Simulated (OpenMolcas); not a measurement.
**Kr6+: effect of the active space**

| Quantity | Value |
| --- | --- |
| Program | OpenMolcas 26.06 |
| Method | SS-CASPT2 or its RAS form, IPEA 0.25 Eh, imaginary shift 0.1 Eh |
| Basis | ANO-RCC-VQZP |
| Scalar Hamiltonian | DKH2, point nucleus |
| Spin-orbit coupling | RASSI with atomic mean-field integrals over the reference wave functions, term energies averaged over their components |

A. 2 electrons in 4 orbitals (4s 4p); 2S+1 = 3 even, 3 roots; 2S+1 = 1 even, 7 roots (6 in the spin-orbit step); 2S+1 = 3 odd, 3 roots; 2S+1 = 1 odd, 3 roots; closed shells correlated: 3d; CASPT2 step roughly 2.9 core-seconds
B. 2 electrons in 8 orbitals (4s 4p 5s 5p); 2S+1 = 3 even, 3 roots; 2S+1 = 1 even, 6 roots; 2S+1 = 3 odd, 3 roots; 2S+1 = 1 odd, 3 roots; closed shells correlated: 3d; CASPT2 step of the order of 4 core-seconds
C. 2 electrons in 9 orbitals (RAS2 4s 4p; RAS3 4d, at most 2 electrons); 2S+1 = 3 even, 3 roots; 2S+1 = 1 even, 7 roots; 2S+1 = 3 odd, 3 roots; 2S+1 = 1 odd, 3 roots; closed shells correlated: 3d; CASPT2 step roughly 6 core-seconds

Energies in eV above 4s² ¹S₀, the measured ground level; measured values from Saloman, J. Phys. Chem. Ref. Data 36, 215 (2007).

| Level | A | B | C | Measured |
| --- | --- | --- | --- | --- |
| 4s² ¹S₀ | 0.0000 | 0.0000 | 0.0000 | 0.0000 |
| 4s 4p ³P°₀ | 14.324 | 14.328 | 14.324 | 14.5545 |
| 4s 4p ³P°₁ | 14.630 | 14.634 | 14.629 | 14.8899 |
| 4s 4p ³P°₂ | 15.336 | 15.340 | 15.333 | 15.6906 |
| 4s 4p ¹P°₁ | 21.403 | 21.386 | 21.309 | 21.1808 |

Deviations, from unrounded energies. A percentage is the sum of absolute deviations over the sum of measured energies, with the sign that they share, or ± where signs differ.

```json
{"Against measurement": "mean absolute deviation (cm-1)", "Levels": "4", "A": "2200", "B": "2100", "C": "2000"}
{"Against measurement": "other configurations (%)", "Levels": "4", "A": "±1.6", "B": "±1.6", "C": "±1.5"}
```

C lies closest to measurement on these levels and A furthest from it. The largest miss of C in the table is 4s 4p ³P°₂, by -2900 cm-1. The ranking rests on the paired levels alone, and a cruder setting can come out closer through cancelling errors.

Among A to C the level of the table that moves most is 4s 4p ¹P°₁, by 760 cm-1 (lowest in C, highest in A).

Over all roots computed the reference weight is 0.94 to 0.99 in A, 0.93 to 0.99 in B; the roots of lowest weight are the least certain, and an intruder state may touch them. Some high roots are left out of the spin-orbit mixing, which shifts the levels that they would mix with (holds for A). Active for correlation alone: 5p 5s; no level in the range computed is led by a configuration that fills them, so any true level of that kind is missing (holds for B). Active for correlation alone: 4d; no level in the range computed is led by a configuration that fills it, so any true level of that kind is missing (holds for C). Computed and measured levels are paired by configuration, term and J; levels that our copy of the source lacks, or whose pairing is in doubt (as where it misses far off the trend of its configuration), stay unpaired and out of the deviations. Only configurations of the active space appear. Levels that lie high or do not pair safely by name in every column are left out.

° marks odd parity.
